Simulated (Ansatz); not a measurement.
Z-matrix (Å, degrees):
```
C
Si 1 1.871
H 1 1.092 2 110.2
H 1 1.092 2 110.6 3 120.1
H 1 1.092 2 110.9 3 -119.7
Sn 2 2.567 1 109.3 3 56.0
H 2 1.487 1 111.5 3 -63.0
H 2 1.489 1 111.8 3 175.9
F 6 1.940 2 102.5 1 -43.1
H 6 1.711 2 116.7 1 68.9
H 6 1.709 2 118.1 1 -156.4
```

Total charge 0; spin multiplicity 1. Sn takes the def2 core potential.

(1) List the r2SCAN/def2-TZVPP orbital energies in eV (the Gaussian-basis code of Ansatz). (Best estimate.)

Answers

(1) Computed: Occupied: -1791.31, -664.44, -273.12, -141.78, -137.33, -96.66, -96.62, -96.60, -92.21, -92.11, -92.10, -29.31, -26.55, -26.51, -26.46, -26.44, -26.12, -18.61, -13.95, -12.55, -10.79, -10.73, -9.50, -9.28, -8.94, -8.81, -8.66, -7.91, -7.07. Lowest empty: -1.46, -0.68, -0.44, 0.75, 1.00, 1.21, 1.75, 2.29.
